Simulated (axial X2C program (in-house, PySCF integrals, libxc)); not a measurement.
**Low determinants of HfCl⁺ at the PBE0 level, 2c**

Computed with an axial X2C code built on PySCF integrals. Two-component (2c) means X2C with spin–orbit coupling and atomic mean-field two-electron Coulomb and Gaunt terms. Basis: Hf dyall-cv3z [13s14p9d7f4g], Cl dyall-av3z [9s8p3d2f] (cores contracted in-house); Gaussian nuclei, density fitting, unrestricted open shells. Masses: Hf 179.947 u, Cl 34.969 u.

Search at 2.219 Å (vertical energies from the lowest determinant):

```csv
ΔE (eV),state,electrons beyond evenly filled partner blocks,"electrons in ±ω = 1/2, 3/2, 5/2, 7/2"
0.00,Ω = 1,"ω = -1/2, ω = 3/2",53 25 8 2
0.21,Ω = 0,none,54 24 8 2
0.38,Ω = 3,"ω = 1/2, ω = 5/2",53 24 9 2
0.71,Ω = 2,"ω = 1/2, ω = 3/2",53 25 8 2
1.14,Ω = 2,"ω = -1/2, ω = 5/2",53 24 9 2
1.15,Ω = 1,2 × ω = 1/2,54 24 8 2
1.53,Ω = 1,"ω = -3/2, ω = 5/2",52 25 9 2
```

Lowest determinant, Ω = 1 (⟨Sz⟩ = -0.99, ⟨Lz⟩ = 1.99 at PBE0): Re = 2.214 Å, ωe = 451.4 cm⁻¹.

The determinant in row 2 of the search, Ω = 0 (closed shell), was followed along the bond at PBE0; measured from the minimum of the lowest determinant it gives:

Te = 0.189 eV (1528 cm⁻¹), Re = 2.180 Å, ωe = 474.6 cm⁻¹.

**Question.** Compare the bond of the determinant in row 2 with that of the lowest one.

**Answer.** At PBE0 its Re is 0.034 Å shorter and its force constant, which goes as ωe², is 1.11 times that of the lowest determinant. T0 ≈ Te + Δωe/2 = 1528 + (12) = 1540 cm⁻¹.

The search compares states at one distance, so a state with another bond length can lie lower; it is not exhaustive and yields mostly the lowest determinant of each block pattern, so other components and higher states of one pattern are missing. These are energies of single determinants, not of spin-adapted states; PBE0 term energies can be off by some tenths of an eV, and the functional has no current term. Open-shell Ω = 0 determinants with evenly filled partner blocks cannot be reached by this program, so the Ω shown need not be the lowest component. The lowest determinant need not be the ground state where others lie within half an eV.
